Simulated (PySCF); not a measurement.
Gas-phase reaction: SnF4 + 3 SnH2 + 6 H = 4 SnH3F. Level: M06-2X/def2-TZVP†; standard pressure 1 bar.

Method: PySCF energies plus ideal-gas RRHO corrections (1 bar). † marks an energy on the PBE0/def2-TZVP geometry and frequencies. Open shells (unrestricted): H (multiplicity 2); the rest are closed-shell singlets. Sn: scalar-relativistic def2 core potential, no spin-orbit coupling. SnH2, SnH3F: computed as isolated molecules; such fragments, hydroxides, amides, oligomers or adducts are transient or little studied in the gas. The harmonic model lacks anharmonicity and excited electronic states, which grow with temperature; levels with a mode under 35 cm⁻¹ are left out.

| T (K) | 1000/T (1/K) | log10 K |
|---|---|---|
| 1200 | 0.8333 | 33.05 |
| 1400 | 0.7143 | 23.11 |
| 1600 | 0.6250 | 15.66 |
| 1800 | 0.5556 | 9.87 |
| 2000 | 0.5000 | 5.24 |
| 2500 | 0.4000 | ? |

Fit log10 K = a + b·(1000/T) to the five rows, get the mean ΔH° and ΔS°, and predict log10 K at 2500 K.

Means: 1000/T = 0.6456, log10 K = 17.386. Sums of products about the means: Sxy = 5.81382, Sxx = 0.069675, so b = Sxy/Sxx = 83.44 and a = 17.386 − (83.44)×0.6456 = -36.49.
ΔH° = −R ln 10 × 1000 K × b = −19.145 × (83.44) = -1597 kJ; ΔS° = R ln 10 × a = -699 J/K. The run's own values go from -1599 kJ and -700 J/K at 1200 K to -1585 kJ and -693 J/K at 2500 K.
Prediction at 2500 K: -36.49 + (83.44)×0.4000 = -3.11. The computed value is -3.06, 0.05 from the line.
For scale, ΔH°(298 K) is -1571 kJ at this level, -1589 kJ at ωB97M-V/def2-TZVP†, and runs from -1734 to -1272 kJ over the 18 levels computed.
